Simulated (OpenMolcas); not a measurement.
# Ho3+: effect of the metal basis and ligand basis

Ho3+ with 6 ligands (bromide) in octahedral coordination (Oh) at 2.81 Å. A charge of +0.5 e stands 3.2 Å behind each ligand.

```
Program             : OpenMolcas 26.06
Method              : CASSCF
Spin-orbit coupling : RASSI with atomic mean-field integrals over the reference wave functions
```

Fixed: active space 10 electrons in 7 orbitals (4f), DKH2 Hamiltonian.

States (labels of O, the rotations of Oh). Energies in cm-1 above the lowest state or level, χT in cm3 K/mol.

| Run | Metal basis | Ligand basis | Ground state | First state of that spin | First gap with spin-orbit (degeneracies) | Width of lowest J | χT at 300 K | Cost |
| --- | --- | --- | --- | --- | --- | --- | --- | --- |
| A | ANO-RCC-VDZP | ANO-RCC-VDZP | 5A2 | 5T2 46.2 | 5.3 (2, 3) | 111 | 13.875 | roughly 3 core-minutes |
| B | ANO-RCC-VTZP | ANO-RCC-VTZP | 5A2 | 5T2 45.5 | 5.3 (2, 3) | 116 | 13.879 | roughly 5 core-minutes |

Against A, the width of the lowest J multiplet changes by +4.5 % in B.

Costs are those of the RASSCF and RASSI steps.

High states are left out of the spin-orbit mixing, which shifts the levels that they would mix with. Without dynamic correlation the ligand-field splitting of an f shell can come out too small, at times by half. A group larger than the point group allows holds several states that coincide in this model. No measured value stands beside these numbers; the geometry was imposed, not optimised, and the real ion may take another.
